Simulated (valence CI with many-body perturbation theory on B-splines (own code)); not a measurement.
## Energy levels of Ir⁵⁺

Computed by valence CI with perturbative core correlation (CI+MBPT): four valence electrons over a frozen Dirac-Fock core [Xe] 4f14, radial functions for each j: 7 s, 7 p, 8 d, 6 f, 4 g, 1 h, with the one-electron correlation potential Σ1, the two-electron term Σ2, the three-electron term Σ3, Breit, model QED; selected CI, second order for the rest, scaled by the run's own slope (own B-spline code, finite nucleus).

No measured levels were compared; by estimate terms of the open shell hold to 2 to 4 % of their energy, and close levels can change places; different configurations can be misplaced against each other by 1,000 to 8,000 cm⁻¹. The list stops below the first excitations out of the core.

Levels 181 to 190 of 190, with energies above the lowest level, 5d4 5D_0. "Leading %" is the weight of the configuration and term that name the level; weights of strongly mixed levels are sums over their largest components and can fall short. Lifetimes count E1, E2, E3, M1 and M2 decay at the calculated energies, and are blank where another channel may lead or the interval is too uncertain; long ones can be off by a factor of two.

| No. | Configuration | Term | J | E (cm⁻¹) | Leading % | Second component | Lifetime |
| --- | --- | --- | --- | --- | --- | --- | --- |
| 181 | 5d2 6s2 | 1G | 4 | 273830 | 77 | 19 % 5d2 6s2 3F | 86.1 ns |
| 182 | 5d3 6p | 1D° | 2 | 276920 | 51 | 26 % 5d3 6p 3F° | 112 ps |
| 183 | 5d2 6s2 | 3P | 2 | 277130 | 51 | 42 % 5d2 6s2 1D | 77.7 ns |
| 184 | 5d3 6p | 3D° | 3 | 277620 | 51 | 37 % 5d3 6p 3F° | 118 ps |
| 185 | 5d3 6p | 3F° | 4 | 280610 | 79 | 8 % 5d3 6p 1G° | 181 ps |
| 186 | 5d3 6p | 3P° | 1 | 281910 | 56 | 21 % 5d3 6p 3D° | 119 ps |
| 187 | 5d3 6p | 3P° | 2 | 282020 | 52 | 29 % 5d3 6p 3D° | 140 ps |
| 188 | 5d3 6p | 3P° | 0 | 283280 | 97 |  | 145 ps |
| 189 | 5d3 6p | 1F° | 3 | 283590 | 63 | 19 % 5d3 6p 3F° | 127 ps |
| 190 | 5d3 6p | 1P° | 1 | 288300 | 62 | 20 % 5d3 6p 3P° | 104 ps |

Names give the largest LS component (configuration and term), which can be under half, so a name can repeat, a term be missing and a line seem to break the LS rules; names also repeat where a configuration has a term twice.
